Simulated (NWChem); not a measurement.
System meant: BO, doublet; SMILES [B]=O

Input file for NWChem:

```
start job
memory heap 200 mb stack 900 mb global 1100 mb
geometry units angstroms noautoz
  B      0.000000     0.000000    -0.737635
  O      0.000000     0.000000     0.464187
end
basis spherical
  * library def2-svp
end
dft
  odft
  mult 3
  xc b3lyp
  iterations 150
  mulliken
end
task dft energy
```

End of the output:

```
 Summary of "ao basis" -> "" (spherical)
 ------------------------------------------------------------------------------
       Tag                 Description            Shells   Functions and Types
 ---------------- ------------------------------  ------  ---------------------
 *                          def2-svp                  on all atoms

                                 NWChem DFT Module
                                 -----------------

 Summary of "ao basis" -> "ao basis" (spherical)
 ------------------------------------------------------------------------------
       Tag                 Description            Shells   Functions and Types
 ---------------- ------------------------------  ------  ---------------------
 B                          def2-svp                 6       14   3s2p1d
 O                          def2-svp                 6       14   3s2p1d

 Summary of "ao basis" -> "ao basis" (spherical)
 ------------------------------------------------------------------------------
       Tag                 Description            Shells   Functions and Types
 ---------------- ------------------------------  ------  ---------------------
 B                          def2-svp                 6       14   3s2p1d
 O                          def2-svp                 6       14   3s2p1d

      Symmetry analysis of basis
      --------------------------

        a1         12
        a2          0
        b1          2
        b2          2
        e          12

  number of electrons :                   13
  multiplicity        :                    3
 ------------------------------------------------------------------------
  no. of electrons and multiplicity not compatible                  13
 ------------------------------------------------------------------------
 ------------------------------------------------------------------------
  current input line :
    17: task dft energy
 ------------------------------------------------------------------------
 ------------------------------------------------------------------------
 There is an error in the input file
 ------------------------------------------------------------------------
 For more information see the NWChem manual at https://nwchemgit.github.io

0: no. of electrons and multiplicity not compatible:Received an Error in Communication
```

Problem. Find the fault in this run and fix the input.

Solution. The program refused the input. Cause: the multiplicity doesn't fit the number of electrons (an even count wants an odd multiplicity, and the reverse). This input runs:
```
start job
memory heap 200 mb stack 900 mb global 1100 mb
geometry units angstroms noautoz
  B      0.000000     0.000000    -0.737635
  O      0.000000     0.000000     0.464187
end
basis spherical
  * library def2-svp
end
dft
  odft
  mult 2
  xc b3lyp
  iterations 150
  mulliken
end
task dft energy
```
It converges to -99.95166 Ha (B3LYP/def2-SVP, spin-unrestricted).
